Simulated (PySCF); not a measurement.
Phosphorus: highly charged ions in a basis for the neutral atom

P⁸⁺ [He] 2s2 2p3, P⁹⁺ [He] 2s2 2p2. All numbers are calculated (PySCF 2.14, scalar relativity by spin-free X2C-1e, in cc-pVDZ-DK (4s3p1d, 18 functions)). No spin-orbit coupling, so a gap to NIST mixes the basis error with missing relativistic terms.

Changed run: basis of the neutral atom used for a highly charged ion. This setting is unsound on purpose.

```json
{"species": "P⁸⁺", "method": "UHF", "sound run (hartree)": "not run", "changed run (hartree)": "-305.65137", "converged": "yes"}
{"species": "P⁸⁺", "method": "BP86", "sound run (hartree)": "not run", "changed run (hartree)": "-305.87410", "converged": "yes"}
{"species": "P⁸⁺", "method": "PBE", "sound run (hartree)": "not run", "changed run (hartree)": "-305.70868", "converged": "yes"}
{"species": "P⁹⁺", "method": "UHF", "sound run (hartree)": "not run", "changed run (hartree)": "-291.77508", "converged": "yes"}
{"species": "P⁹⁺", "method": "BP86", "sound run (hartree)": "not run", "changed run (hartree)": "-291.99292", "converged": "yes"}
{"species": "P⁹⁺", "method": "PBE", "sound run (hartree)": "not run", "changed run (hartree)": "-291.82928", "converged": "yes"}
```

Ionisation energy of P⁸⁺:

| method | changed run (eV) | NIST (eV) |
| --- | --- | --- |
| UHF | 377.59 | 372.31 ± 0.21 |
| BP86 | 377.73 | 372.31 ± 0.21 |
| PBE | 377.68 | 372.31 ± 0.21 |

The contracted functions were made for the neutral atom and can be too rigid for a highly charged ion.
